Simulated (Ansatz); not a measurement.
Consider the redistribution: `[F][Ge][F]` + `NCOC[SiH3]` → `[NH2][Ge][F]` + `FCOC[SiH3]`.

Calculated with Ansatz (gas phase, PBE0-D4/def2-TZVP geometries, no zero-point term in ΔE). CCSD(T)/CBS adds triple-zeta CCSD(T) − MP2 to the extrapolated MP2 energy (def2 sets, frozen cores). DFT in def2-TZVPP. B3LYP here is the variant with VWN-RPA as its local correlation; programs differ in this. For Ge outer-core shells are correlated without core-valence functions, which leaves a few kJ/mol of doubt a bond. Scalar relativity is left out up to krypton. Each species was taken in one conformer, which may not be the lowest.

**Question.** Is it downhill or uphill in electronic energy at CCSD(T)/CBS, and by how much? (Best estimate.)

**Answer.** The calculation gave: Uphill: ΔE = +49.8 kJ/mol.

**Question.** What do these levels give: PBE-D4, r2SCAN-D4, PBE0-D4, ωB97X-V, B2PLYP, PBE, PBE0, B3LYP, HF/def2-TZVPP, HF/def2-QZVPP, HF/CBS(def2), CCSD/CBS(def2)? (Estimate.)

**Answer.** Ansatz gave: PBE-D4 48.7, r2SCAN-D4 43.9, PBE0-D4 48.0, ωB97X-V 50.1, B2PLYP 50.4, PBE 49.2, PBE0 48.4, B3LYP 50.0, HF/def2-TZVPP 46.5, HF/def2-QZVPP 49.5, HF/CBS(def2) 49.9, CCSD/CBS(def2) 50.2 kJ/mol.

Largest T1 diagnostic among the species: 0.015.
